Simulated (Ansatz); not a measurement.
Input file for CH₆BClGeSi:

```yaml
crystal:
  periodic: [false, false, false]
  atoms:
    - {symbol: B, position_ang: [-1.016110, 1.099122, 0.688795]}
    - {symbol: Si, position_ang: [0.394706, 1.086740, -0.653142]}
    - {symbol: Cl, position_ang: [2.241297, 1.932068, -0.371212]}
    - {symbol: C, position_ang: [0.565158, -0.667938, -1.181973]}
    - {symbol: Ge, position_ang: [-0.161443, -0.912914, 0.712103]}
    - {symbol: H, position_ang: [-0.928716, 1.886232, 1.582963]}
    - {symbol: H, position_ang: [-2.101913, 0.845380, 0.234491]}
    - {symbol: H, position_ang: [1.550323, -1.054461, -1.427198]}
    - {symbol: H, position_ang: [-0.194795, -1.023957, -1.876947]}
    - {symbol: H, position_ang: [0.996517, -1.291577, 1.643794]}
    - {symbol: H, position_ang: [-1.279626, -1.955795, 0.668624]}
basis:
  gaussian: {orbitals: def2-SVP}
correlation: {method: ccsd_t}
```

```sh
$ ansatz run in.yaml --threads 4 --pin off --events-out ev --progress --plain --max-ram 10444MiB
```

The program prints (abridged):

```
Functional definition: HF
1242 factors; integrals over basis functions are off by at most 1.3e-3 eV
mean field evaluation 1: about -78618.6896 eV, gradient 2.7e1 eV
mean field evaluation 2: about -78618.6916 eV, gradient 2.7e1 eV
mean field evaluation 4: about -78621.2390 eV, gradient 2.9e0 eV
mean field evaluation 8: about -78621.2766 eV, gradient 4.1e-4 eV
mean field -78621.27664436 eV, -2889.2786252648 hartree, gradient 1.9e-6 eV, S^2 0.000000; 0 other end points of the search recorded, 0 dependent functions left out
21 core orbitals not correlated: weight in the atoms' cores, before any rotation towards them, 1.000 or more for the frozen orbitals, at most 0.000 for the correlated occupied ones
reference -78621.27664436 eV, -2889.2786252648 hartree; 19, 19 occupied and 86, 86 virtual orbitals, 1242 factors
second order -19.04571820 eV of doubles, -0.00000000 eV of singles
cycle   1  -19.64847136 eV  change   -6.0e-1 eV  update   1.1e-1
cycle   2  -20.24641963 eV  change   -6.0e-1 eV  update   3.3e-2
cycle   3  -20.33696330 eV  change   -9.1e-2 eV  update   1.6e-2
cycle   4  -20.32933169 eV  change    7.6e-3 eV  update   4.3e-3
cycle   5  -20.32913641 eV  change    2.0e-4 eV  update   1.9e-3
cycle   6  -20.32836285 eV  change    7.7e-4 eV  update   6.8e-4
cycle   7  -20.32830301 eV  change    6.0e-5 eV  update   2.7e-4
cycle   8  -20.32840656 eV  change   -1.0e-4 eV  update   1.1e-4
cycle   9  -20.32840074 eV  change    5.8e-6 eV  update   4.2e-5
perturbative correction -0.71983561 eV, -0.0264534708 hartree
Total energy: -78642.32488071 eV, -2890.0521336838 hartree
```

Run time 12 s (4 threads of an Arm Neoverse V1 on a shared host); peak host memory 0.69 GiB.

The correlation energy is -21.048 eV, 3.4 % of it from (T); the T1 diagnostic reads 0.0122.
